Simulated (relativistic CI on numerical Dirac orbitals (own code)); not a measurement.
**One change at a time: Au⁴²⁺**

Base calculation: Dirac-Coulomb-Breit CI, separate exchange-only KLI orbitals for each configuration, QED by a radiative potential, unscaled Slater integrals.

Configurations in the expansion (outside the closed core [Ar] 3d10): 4s²4p⁶4d, 4s²4p⁶4f, 4s²4p⁵4d², 4s4p⁶4d², 4s²4p⁵4d4f, 4s4p⁶4d4f, 4s²4p⁶5s, 4s²4p⁶5p, 4s²4p⁶5d, 4p⁶4d²4f, 4s²4p⁵4d5s, 4s²4p⁶5f, 4s²4p⁵4d5p, 4s4p⁶4f5s, 4s²4p⁶5g, 4s4p⁶4d5s, 4s²4p⁵4d5d, 4p⁶4d³, 4p⁵4d⁴, 4p⁵4d³4f, 4p⁶4d4f², 4p⁶4f³, 4p⁵4d²4f², 4p⁵4d4f³, 4p⁶4f²5s, 4s4p⁶4f², 4s4p⁵4f³, 4s4p⁶4f5p, 4s4p⁵4f²5p, 4p⁶4f²5p. Double excitations out of closed p, d and f shells are left out; levels of such configurations are missing from the list, as are those of other unlisted configurations, and high levels can miss mixing partners. These lack a partner that the ground configuration has and come out too high: 4s²4p⁵4d5s, 4s²4p⁵4d5p, 4s²4p⁵4d5d, 4s²4p⁶5d, 4s²4p⁶5f.

Variants: (1) configuration mixing switched off. Shifts of the energy above 4s²4p⁶4d ²D3/2, in eV, for the lowest level and the first level of each name with at least 55 % of one term (blank where a level changes its place among those of its configuration and J or its character, or is not in the variant):

```tsv
Level	Base	Δ(1)
4s²4p⁶4d ²D3/2	0.000	0.000
4s²4p⁶4d ²D5/2	27.263	+0.021
4s²4p⁵4d² ⁴D°1/2	171.408	-2.066
4s²4p⁵4d² ⁴G°9/2	198.338	-1.598
4s²4p⁵4d² ²H°11/2	203.149	-1.511
4s²4p⁵4d² ²G°9/2	212.208	-1.904
4s²4p⁵4d² ⁴G°11/2	225.826	-1.503
4s²4p⁵4d² ²P°1/2	231.901	-1.921
4s²4p⁶4f ²F°7/2	258.835	-9.973
4s²4p⁵4d4f ⁴G5/2	399.336	-1.888
4s²4p⁵4d4f ⁴G7/2	406.374	-1.743
```

At this charge energies of transitions that change n are usually good to better than 1 %, and those within a shell (Δn = 0) to a few per cent.

Ionisation energy from the two ground configurations alone: base 2025.95 eV. The NIST ASD value (theoretical) is 2026 eV.

LS names give the leading component of a level, which can be under half, so a name can repeat, a term be missing and a line seem to break the LS rules.
